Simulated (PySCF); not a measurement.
Geometry (Å), atoms numbered from 1 in this order:
```xyz
15

F     1.8645    1.3298    0.6013
C     2.1227    0.0542    0.2644
F     2.1166   -0.6522    1.3936
F     3.3708    0.0322   -0.2186
C     1.1306   -0.4822   -0.7782
O    -0.1334   -0.7529   -0.2525
C    -0.8814    0.3727    0.1452
C    -2.3423   -0.0654    0.2354
F    -3.1153    0.9612    0.6207
F    -2.8134   -0.4841   -0.9414
F    -2.5314   -1.0468    1.1138
H     1.0929    0.2459   -1.6021
H     1.5143   -1.4380   -1.1436
H    -0.5808    0.7489    1.1323
H    -0.8187    1.1848   -0.5922
```

One averaged value for each set of equivalent atoms, in vacuum, non-relativistic Hamiltonian, a single conformation. NMR shieldings at PBE0/pcSseg-1/GIAO; geometry: GFN2-xTB; PySCF.

Scale: 13C and 1H against TMS; CFCl3 for 19F; H2O for 17O (reference shieldings calculated alike).

| atoms | nucleus | count | Hirshfeld charge | δ (ppm) |
| --- | --- | --- | --- | --- |
| O6 | 17O | 1 | -0.13 | 22.0 |
| C2/C8 | 13C | 2 | 0.26 | ? |
| H12/H13/H14/H15 | 1H | 4 | 0.05 | 4.05 |
| C5/C7 | 13C | 2 | -0.02 | 74.7 |
| F1/F3/F4/F9/F10/F11 | 19F | 6 | -0.09 | ? |

Estimate the values marked ?.

## Answers


- C2/C8: 132.3 ppm, CF3 carbon; 3 electronegative neighbours deshield it
- F1/F3/F4/F9/F10/F11: -89.1 ppm, fluorine of a CF3 group

Shifts are as computed. Against solution values, carbons near 30 ppm lie about +3 ppm off and those near 130 ppm about +5 ppm. Of 1211 compounds with measured shifts, 218 miss one by over three times the rms of a fit or turn the order of signals round; such compounds aren't used in these exercises. Unscaled 19F shifts against computed CFCl3 carry errors that often reach 10 to 50 ppm. Experimental scales use liquid or dissolved standards, which lie at an offset from isolated H2O (liquid H2O: subtract about 36 ppm).
